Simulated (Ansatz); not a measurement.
The same atomization along the group B, Al, Ga.

Computed with Ansatz on PBE0-D4/def2-TZVP structures; ΔE is electronic, products minus reactants. CBS: MP2 limit from def2 TZ/QZ plus the TZ coupled-cluster correction, frozen cores. This one scheme is used for every species, atoms too. DFT in def2-TZVPP. Open shells (•) are unrestricted, without spin–orbit coupling. Spin–orbit coupling would lower the free atoms: a little for Al, B, C, O; clearly for Ga. For Ga outer-core shells are correlated without core-valence functions, so the limit isn't a true one: a few kJ/mol of doubt a bond, and 10 to 20 or more in all where bonds break to atoms. Scalar relativity is left out up to krypton. Each species was taken in one conformer, which may not be the lowest.

```csv
reaction,CCSD(T)/CBS(def2) (kJ/mol)
`BC(=C)O` → B• + 2 C• + 5 H• + O•,?
`C=[C](O)[AlH2]` → Al• + 2 C• + 5 H• + O•,3216
`C=[C](O)[GaH2]` → Ga• + 2 C• + 5 H• + O•,3149
```

Question: Fill in the missing values. (Best estimate.)

Answer: The calculation gave: `BC(=C)O` → B• + 2 C• + 5 H• + O•: +3520.7 kJ/mol.

Largest T1 diagnostic: 0.018, for Al•.

For atomizations the MP2-based limit and the directly extrapolated one differ by several kJ/mol either way, and by 10 to 25 for some Ge, Se and Sn compounds, so smaller differences from it don't rank the levels.
